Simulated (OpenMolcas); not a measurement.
# 3d⁶ along the 24-electron sequence

```
Program             : OpenMolcas
Method              : CASSCF
Basis               : ANO-RCC-VTZP
Scalar Hamiltonian  : DKH2, point nucleus
Spin-orbit coupling : state interaction with AMFI integrals over the reference wave functions, term energies averaged over their components
```

Active space for each ion: 6 electrons in 5 orbitals (3d).

Computed levels in cm-1 above ⁵D₄:

```tsv
Level	Fe2+	Ni4+	Cu5+
⁵D₃	435	852	1141
⁵D₂	745	1444	1919
⁵D₁	946	1822	2415
⁵D₀	1045	2008	2657
³H₆	22546	29556	32707
³H₅	22778	29980	33250
³H₄	22954	30277	33600
³P₂(1)	24711	32198	35475
³F₄(1)	25855	33787	37316
weight of ⁵D in the lowest level (%)	100	100	100
```

Measured, with the error of the calculation in %. Measured levels: Fe2+ from Corliss and Sugar, J. Phys. Chem. Ref. Data 11, 135 (1982); Ni4+ from Corliss and Sugar, J. Phys. Chem. Ref. Data 10, 197 (1981); Cu5+ from Sugar and Musgrove, J. Phys. Chem. Ref. Data 19, 527 (1990).

```
 Level           Fe2+           Ni4+           Cu5+
   ⁵D₃     436 (-0.2)     890 (-4.2)    1196 (-4.6)
   ⁵D₂     739 (+0.9)    1490 (-3.1)    1987 (-3.4)
   ⁵D₁     932 (+1.5)    1872 (-2.6)    2490 (-3.0)
   ⁵D₀    1027 (+1.7)    2058 (-2.4)    2733 (-2.8)
   ³H₆  20051 (+12.4)   27111 (+9.0)   30418 (+7.5)
   ³H₅  20301 (+12.2)   27578 (+8.7)   31009 (+7.2)
   ³H₄  20482 (+12.1)   27859 (+8.7)   31288 (+7.4)
³P₂(1)  19405 (+27.3)  26153 (+23.1)  29285 (+21.1)
³F₄(1)  21462 (+20.5)  29124 (+16.0)  32756 (+13.9)
```

The fine-structure level ⁵D₀ changes by a factor of 2.54 from Fe2+ to Cu5+. Its fourth root runs 5.69, 6.69, 7.18, with steps per unit of Z of 0.50, 0.49; equal steps would mean a (Z - σ)^4 law with constant σ.

³H₆ changes by a factor of 1.45 over the same range, with steps per unit of Z of +3500, +3150 cm-1.

Without dynamic correlation excited terms often stand tens of per cent too high (terms of higher spin than the ground term too low), and those without a measured partner can miss by more than the paired ones. Terms from blocks run as CI alone lack orbitals of their own. Some levels mix across a computed gap that differs much from the measured one, so their mixing is not that of the real levels (holds for Cu5+). Measured partners are found by configuration, term and J. A level has none where our copy of the source lacks it or the pairing is in doubt (some pairs that miss far off the trend of their configuration count as doubtful), and it then counts in no deviation. Only configurations of the active space appear.

A number in round brackets counts repeated terms of one configuration in the order of the reference energies.
